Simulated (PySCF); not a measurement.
## Spinor energies of Kr(3+) (krypton, charge +3)

Start: [Ar] 3d10 4s2 4p3; 4p1/2 filled at m_j = -1/2, +1/2; 4p3/2 filled at m_j = +3/2. Calculated with PySCF 2.14 in x2c-TZVPall-2c: generalised Hartree-Fock with the X2C-1e Hamiltonian and a Gaussian nucleus; one run each with spin-orbit coupling (SO) switched off, then screened by Boettger's factors.

```
spinor shell  electrons  ε, spin-free (eV)  ε, screened SO (eV)  weight of nominal j (screened SO)  rms radius, screened SO (bohr)
       1s1/2          2           -14445.9             -14445.4                              1.000                          0.0478
       2s1/2          2            -2001.3              -2001.1                              1.000                           0.199
       2p1/2          2            -1768.7              -1805.6                              1.000                           0.174
       2p3/2          4            -1768.7              -1751.0                              1.000                           0.178
       3s1/2          2            -345.50              -345.45                              1.000                           0.564
       3p1/2          2            -268.87              -274.67                              0.994                           0.574
       3p3/2          4            -268.87              -266.05                              0.997                           0.584
       3d3/2          4            -142.07              -142.93                              0.951                           0.608
       3d5/2          6            -142.07              -141.44                              0.967                           0.609
       4s1/2          2            -66.141              -66.127                              1.000                            1.59
       4p1/2          2            -51.175              -51.349                              0.581                            1.77
       4p3/2          1            -51.175              -50.825                              1.000                            1.78
```

```csv
quantity,spin-free,screened SO
E (hartree),-2785.49633,-2785.66654
M_J,3/2,3/2
⟨J²⟩,3.751,3.751
⟨L²⟩,0.000,0.034
⟨S²⟩,3.751,3.708
```

Each row is a mean over spinors that exchange with the open shell spreads, by up to 10.545 eV (4s1/2).

Rows whose weight is well below 1 are mixtures of j = l ± 1/2: exchange outweighs spin-orbit coupling there, and the label is only the starting occupation.

Without spin-orbit coupling the j labels of p, d and f shells carry no meaning; the spin-free column gives the mean over the occupied spinors of each nl shell.
